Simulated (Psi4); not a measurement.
Level of theory: SAPT0/jun-cc-pVDZ, frozen core in Psi4.

Psi4 input:

```
molecule {
0 1
C -0.06626830 0.00457253 0.00664205
F 1.31275440 -0.09044946 -0.13173605
H -0.31815590 -0.05187035 1.06644249
H -0.39656133 0.95822115 -0.40723027
H -0.53176887 -0.82047386 -0.53411822
--
0 1
Si 2.53042543 -3.01074790 -1.12711825
Cl 0.50697028 -3.41752440 -1.22632444
H 2.86792062 -2.65247712 0.26421785
H 3.27119642 -4.21763194 -1.54277925
H 2.82659161 -1.88584013 -2.03538795
units angstrom
symmetry c1
no_reorient
no_com
}
set basis jun-cc-pvdz
set scf_type df
set freeze_core true
energy('sapt0')
```

Part of the output:

```
    SAPT Results
  --------------------------------------------------------------------------------------------------------
    Electrostatics                 -4.63582332 [mEh]      -2.90902305 [kcal/mol]     -12.17135244 [kJ/mol]
      Elst10,r                     -4.63582332 [mEh]      -2.90902305 [kcal/mol]     -12.17135244 [kJ/mol]

    Exchange                        4.77553541 [mEh]       2.99669371 [kcal/mol]      12.53816650 [kJ/mol]
      Exch10                        4.77553541 [mEh]       2.99669371 [kcal/mol]      12.53816650 [kJ/mol]
      Exch10(S^2)                   4.76743119 [mEh]       2.99160824 [kcal/mol]      12.51688886 [kJ/mol]

    Induction                      -0.84647389 [mEh]      -0.53117038 [kcal/mol]      -2.22241688 [kJ/mol]
      Ind20,r                      -1.68107730 [mEh]      -1.05489193 [kcal/mol]      -4.41366785 [kJ/mol]
      Exch-Ind20,r                  1.19590551 [mEh]       0.75044204 [kcal/mol]       3.13984949 [kJ/mol]
      delta HF,r (2)               -0.36130210 [mEh]      -0.22672049 [kcal/mol]      -0.94859852 [kJ/mol]

    Dispersion                     -2.21700978 [mEh]      -1.39119464 [kcal/mol]      -5.82075838 [kJ/mol]
      Disp20                       -2.48937509 [mEh]      -1.56210645 [kcal/mol]      -6.53585340 [kJ/mol]
      Exch-Disp20                   0.27236531 [mEh]       0.17091181 [kcal/mol]       0.71509502 [kJ/mol]
      Disp20 (SS)                  -1.24468755 [mEh]      -0.78105323 [kcal/mol]      -3.26792670 [kJ/mol]
      Disp20 (OS)                  -1.24468755 [mEh]      -0.78105323 [kcal/mol]      -3.26792670 [kJ/mol]
      Exch-Disp20 (SS)              0.14298482 [mEh]       0.08972433 [kcal/mol]       0.37540660 [kJ/mol]
      Exch-Disp20 (OS)              0.12938049 [mEh]       0.08118748 [kcal/mol]       0.33968842 [kJ/mol]

  Total HF                         -0.70676179 [mEh]      -0.44349972 [kcal/mol]      -1.85560282 [kJ/mol]
  Total SAPT0                      -2.92377157 [mEh]      -1.83469436 [kcal/mol]      -7.67636121 [kJ/mol]
```
